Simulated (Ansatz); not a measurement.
`N[SiH](N)[GeH3]` + `C/C=N/O` → `C/C=[N]\[GeH3]` + `N[SiH](N)O`  (formal exchange of groups at a Ge–Si bond)

Isolated molecules relaxed with PBE0-D4/def2-TZVP in Ansatz; ΔE leaves out vibrations. CCSD(T)/CBS adds triple-zeta CCSD(T) − MP2 to the extrapolated MP2 energy (def2 sets, frozen cores). Double bonds are as drawn, so ΔE can hold a change between cis and trans. Functionals use def2-TZVPP. B3LYP here is the variant with VWN-RPA as its local correlation; programs differ in this. For Ge outer-core shells are correlated without core-valence functions, which leaves a few kJ/mol of doubt a bond. Scalar relativity is left out up to krypton. Each species was taken in one conformer, which may not be the lowest.

`N[SiH](N)[GeH3]`:

```xyz
12

N     1.551    0.696   -0.605
Si   -0.093    0.218   -0.611
N    -0.200   -1.280   -1.439
Ge   -0.740    0.209    1.692
H     1.910    1.320    0.099
H     2.070    0.762   -1.466
H    -1.049    1.090   -1.359
H    -1.041   -1.519   -1.937
H     0.282   -2.097   -1.100
H    -0.325    1.498    2.433
H    -0.100   -0.970    2.452
H    -2.267    0.073    1.842
```

`C/C=N/O`:

Cartesian coordinates in Å:
```
C 0.914 0.593 -0.794
C 0.117 0.048 0.333
N -0.960 -0.576 0.105
O -1.562 -1.009 1.275
H 1.922 0.168 -0.795
H 0.433 0.368 -1.745
H 1.025 1.678 -0.698
H 0.461 0.187 1.360
H -2.351 -1.457 0.959
```

`C/C=[N]\[GeH3]`:

Z-matrix (Å, degrees):
```
C
C 1 1.496
H 1 1.095 2 109.7
H 1 1.094 2 109.8 3 116.8
H 1 1.091 2 112.9 3 -121.6
N 2 1.260 1 129.7 3 121.2
H 2 1.102 1 113.6 3 -58.8
Ge 6 1.863 2 122.9 1 -0.0
H 8 1.542 6 111.3 2 -59.8
H 8 1.542 6 111.0 2 62.0
H 8 1.532 6 105.8 2 -179.0
```

`N[SiH](N)O`:

```xyz
10

N    -0.578   -0.341    1.294
Si    0.471    0.163    0.037
N     0.028   -0.792   -1.306
O     0.335    1.803   -0.060
H    -0.610    0.177    2.156
H    -0.729   -1.324    1.452
H     1.933   -0.019    0.205
H    -0.937   -0.928   -1.561
H     0.643   -0.890   -2.095
H    -0.556    2.152   -0.121
```

```tsv
level	ΔE (kcal/mol)
B3LYP-D4	-62.4
PBE	-54.7
```

Q: What does CCSD(T)/CBS give? (Best estimate.)

A: Computed: -66.0 kcal/mol. The listed levels differ from it by 3.6, 11.3 kcal/mol.

Largest T1 diagnostic among the species: 0.013.

From PBE to PBE0 (25 % exact exchange), in def2-TZVPP and without D4, ΔE moves by −4.4 kcal/mol. In def2-TZVPP, CCSD(T) changes the Hartree–Fock value by +6.9 kcal/mol (the triples alone add +1.1 kcal/mol) and MP2 by +2.5 kcal/mol.
